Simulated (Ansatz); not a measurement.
`C[O][Al]([OH])[Br]` and `[CH3][Al]([OH])[Br]` differ in one atom or group.

Ansatz, PBE0-D4/def2-TZVP geometries, multiplicity 1. Each molecule was computed in one conformer, which needn't be the lowest.

Scalar relativity is left out up to krypton.

```
                               property  `C[O][Al]([OH])[Br]`
HOMO–LUMO gap (ωB97M-V/def2-TZVPP) / eV                 11.69
    HOMO–LUMO gap (PBE/def2-TZVPP) / eV                  5.27
     LUMO energy (PBE0/def2-TZVPP) / eV                 -0.71
     HOMO energy (PBE0/def2-TZVPP) / eV                 -8.38
   HOMO–LUMO gap (PBE0/def2-TZVPP) / eV                  7.67
  HOMO energy (ωB97M-V/def2-TZVPP) / eV                -10.76
```

Question: What does the change do to each property? (Estimate.)

Answer: Computed: 
| property | `[CH3][Al]([OH])[Br]` | shift |
| --- | --- | --- |
| HOMO–LUMO gap (ωB97M-V/def2-TZVPP) / eV | 11.73 | 0.04 |
| HOMO–LUMO gap (PBE/def2-TZVPP) / eV | 5.85 | 0.58 |
| LUMO energy (PBE0/def2-TZVPP) / eV | -0.36 | 0.35 |
| HOMO energy (PBE0/def2-TZVPP) / eV | -8.33 | 0.05 |
| HOMO–LUMO gap (PBE0/def2-TZVPP) / eV | 7.98 | 0.31 |
| HOMO energy (ωB97M-V/def2-TZVPP) / eV | -10.55 | 0.21 |

With PBE0 the HOMO rises by 0.05 eV and the LUMO rises by 0.35 eV, so the gap widens by about 0.30 eV. PBE moves the HOMO by -0.19 eV and ωB97M-V by 0.21 eV. The zero-point energy changes by -17.4 kJ/mol with -3 modes.

Spin–orbit coupling is left out; it splits and shifts lone-pair levels of the heavy atoms by tenths of an eV.
